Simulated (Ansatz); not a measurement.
Reaction (redistribution): `F[BH][SnH2][SiH3]` + `[AlH2][O][SiH2]S` → `[AlH2][O][SnH2][SiH3]` + `FB[SiH2]S`

Isolated molecules relaxed with PBE0-D4/def2-TZVP in Ansatz; ΔE leaves out vibrations. CBS: MP2 limit from def2 TZ/QZ plus the TZ coupled-cluster correction, frozen cores. DFT in def2-TZVPP. Elements past krypton have def2 core potentials. For Sn outer-core shells are correlated without core-valence functions, which leaves a few kJ/mol of doubt a bond. One conformer a species, not always the lowest.

| level | ΔE (kJ/mol) |
| --- | --- |
| PBE | 95.9 |
| LC-ωPBE | 104.4 |
| RPA@PBE/def2-TZVPP | 102.9 |
| HF/def2-SVP | 112.7 |

(1) What does CCSD(T)/CBS give? (Estimate.)

(2) What do rigid-rotor, harmonic-oscillator terms from PBE0-D4/def2-TZVP frequencies (298.15 K, 1 bar) make of the CCSD(T)/CBS value? (An estimate is asked.)

Largest T1 diagnostic among the species: 0.014.

## Answers

(1) Computed: +105.6 kJ/mol. The listed levels differ from it by -9.7, -1.2, -2.7, 7.1 kJ/mol.

(2) Computed: ΔZPE = -2.0 kJ/mol, ΔH = +103.6 kJ/mol, ΔS = -6 J/(mol·K), ΔG = +105.5 kJ/mol. Modes under 50 cm⁻¹ make the entropy rough.

From r2SCAN to r2SCAN0 (25 % exact exchange), in def2-TZVPP and without D4, ΔE moves by +7.5 kJ/mol. Leaving LDA and LC-ωPBE aside and taking each functional with its dispersion term where it has one, the values, not all of them listed here, spread over 19.8 kJ/mol, from revPBE-D4 to r2SCAN0-D4. LDA lies +10.8 kJ/mol from PBE without D4.
